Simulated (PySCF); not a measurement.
**HgI at UHF**

Computed with UHF; Hg def2-TZVPP with ECP60, I def2-TZVPP with ECP28; scalar-relativistic core potentials (PySCF 2.14).

```
state                                           : ²Σ⁺ (doublet), unpaired electrons σ ↑
bond length                                     : 5.231 bohr
harmonic wavenumber                             : 131 cm⁻¹
force constant                                  : 0.791 mdyn/Å
rotational constant Be                          : 0.02822 cm⁻¹
anharmonicity ωexe                              : 0.952 cm⁻¹
vibration–rotation constant αe                  : 0.000148 cm⁻¹
well depth De to Hg + I                         : 26 kJ/mol
dissociation energy D0                          : 26 kJ/mol
bond order (Mayer)                              : 0.80
dipole moment (positive dipole means Hg(−)I(+)) : -3.10 D
```

These are scalar-relativistic numbers at best; spin–orbit coupling would shift them, the dissociation energy most. Hartree–Fock leaves out correlation, which carries a large part of most bond energies and some tenths to 1 eV of ionisation energies. The state was picked by a PBE0 search and need not be the measured ground state.
